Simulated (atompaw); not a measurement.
## holmium PAW (atompaw): all-electron and pseudo phase curves

```
Element                 : holmium
Generator               : atompaw 4.2.0.5
Type                    : PAW
Functional              : LDA (PW92)
Relativity              : scalar-relativistic
Frozen core             : [Xe]
Valence charge          : 13
Reference configuration : 4f11 5d0 6s1.5 6p0 (charge +0.5)
Partial waves           : 6s (bound): rc 3.00 bohr; 6s channel at 2.85 Ry: rc 2.50 bohr; 6p (bound, empty): rc 3.00 bohr; 6p channel at 0.2 Ry: rc 3.00 bohr; 5d (bound, empty): rc 3.00 bohr; 5d channel at 1.7 Ry: rc 3.00 bohr; 4f (bound): rc 1.35 bohr; 4f channel at 4.7 Ry: rc 1.35 bohr
Local potential         : troulliermartins scheme with l = 4 at 0 Ry, radius 2.90 bohr
Core correction         : smooth core density matched at 2.20 bohr
Augmentation charge     : besselshape compensation charge, radius 2.50 bohr; PAW radius 3.00 bohr; waves and projectors: custom polynom vanderbiltortho
```

The phase is arctan(r·u′/u) with u = r·R(r), unwrapped; energies in Ry, scanned from -2 to 5 Ry. A pole is an energy at which the radial function vanishes at the test radius. The pseudo phase is shifted by a multiple of π to meet the all-electron one at the reference energy, and phase errors are pseudo minus all-electron; the curves can meet again beyond the range given. Levels narrower than the energy grid can be missing from the lists of poles.

```csv
channel,radius (bohr),reference energy (Ry),"poles, all-electron","poles, pseudo",unbroken range about the reference energy with phases within 0.05 rad,phase error 1 Ry above the reference energy (rad)
s,3.01,-0.48,1.75,"-1.58, 1.75",-1.5 to 4.3,-0.002
p,3.01,-0.24,3.04,3.07,the whole range,+0.000
d,3.01,-0.29,0.40,0.40,the whole range,+0.000
f,3.01,-0.48,"-0.45, 3.09","-0.45, 3.08",the whole range,-0.003
```

Note: ghost states, extra bound levels that the all-electron valence spectrum of the same l lacks: p at -28.6 eV, s at -21.4 eV. A true bound ghost makes a file unfit for plane-wave use.

Phases in the s channel:

| E (Ry) | all-electron | pseudo |
| --- | --- | --- |
| -2.00 | 1.266 | 4.397 |
| -1.76 | 1.231 | 4.356 |
| -1.52 | 1.185 | 1.224 |
| -1.28 | 1.119 | 1.123 |
| -1.04 | 1.017 | 1.018 |
| -0.80 | 0.843 | 0.844 |
| -0.56 | 0.513 | 0.513 |
| -0.32 | -0.085 | -0.085 |
| -0.08 | -0.708 | -0.709 |
| 0.16 | -1.065 | -1.066 |
| 0.40 | -1.251 | -1.252 |
| 0.64 | -1.360 | -1.361 |
| 0.88 | -1.431 | -1.433 |
| 1.12 | -1.482 | -1.483 |
| 1.36 | -1.521 | -1.522 |
| 1.60 | -1.553 | -1.554 |
| 1.84 | -1.580 | -1.581 |
| 2.08 | -1.604 | -1.605 |
| 2.32 | -1.627 | -1.628 |
| 2.56 | -1.650 | -1.650 |
| 2.80 | -1.673 | -1.673 |
| 3.04 | -1.698 | -1.698 |
| 3.28 | -1.726 | -1.726 |
| 3.52 | -1.759 | -1.761 |
| 3.76 | -1.801 | -1.807 |
| 4.00 | -1.857 | -1.873 |
| 4.24 | -1.939 | -1.980 |
| 4.48 | -2.072 | -2.191 |
| 4.72 | -2.317 | -2.723 |
| 4.96 | -2.817 | -3.687 |
